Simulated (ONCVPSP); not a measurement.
# Configuration tests for tungsten (ONCV)

* Element: tungsten
* Generator: ONCVPSP 4.0.1
* Type: optimised norm-conserving Vanderbilt (ONCV)
* Functional: revPBE
* Relativity: scalar-relativistic
* Frozen core: [Kr] 4d10
* Valence charge: 28
* Reference configuration: 4f13 5s2 5p6 5d5 6s2
* Partial waves: 5s+6s: rc 1.65 bohr, ncon 5, nbas 10, qcut 6.1 1/bohr, 2 projectors; 5p: rc 1.45 bohr, ncon 4, nbas 7, qcut 7.4 1/bohr, 2 projectors, debl 2.4 Ha; 5d: rc 2.65 bohr, ncon 4, nbas 9, qcut 5.7 1/bohr, 2 projectors, debl 0.6 Ha; 4f: rc 1.00 bohr, ncon 4, nbas 8, qcut 15.4 1/bohr, 3 projectors, debl 3.5 Ha
* Local potential: polynomial inside 0.90 bohr (lpopt 5, dvloc0 1 Ha)
* Core correction: none

Energies are relative to the spin-unpolarised reference configuration 4f13 5s2 5p6 5d5 6s2; without spin polarisation the order of configurations can differ from experiment. Not all tests gave a result: 1 of 4 tests not solved or not reliable.

```
valence configuration  charge  ΔE all-electron (eV)  error AE − PS (meV)
 4f14 5s2 5p6 5d4 6s2       0               -32.721                  +80
 4f14 5s2 5p6 5d4 6s1      +1               -23.915                 +143
 4f14 5s2 5p6 5d4 6s0      +2                -8.372                 +220
```

Levels in the configuration 4f14 5s2 5p6 5d4 6s1:

```json
{"level": "4f", "all-electron (eV)": "-40.618", "pseudo (eV)": "-40.903"}
{"level": "5s", "all-electron (eV)": "-86.495", "pseudo (eV)": "-85.782"}
{"level": "5p", "all-electron (eV)": "-50.659", "pseudo (eV)": "-50.399"}
{"level": "5d", "all-electron (eV)": "-11.656", "pseudo (eV)": "-11.732"}
{"level": "6s", "all-electron (eV)": "-12.078", "pseudo (eV)": "-12.002"}
```

Note: ghosts flagged at negative energy: s at -81.0 eV; GHOST(+) flagged for d at 174.8 eV, p at 212.5 eV. A true bound ghost makes a file unfit for plane-wave use.
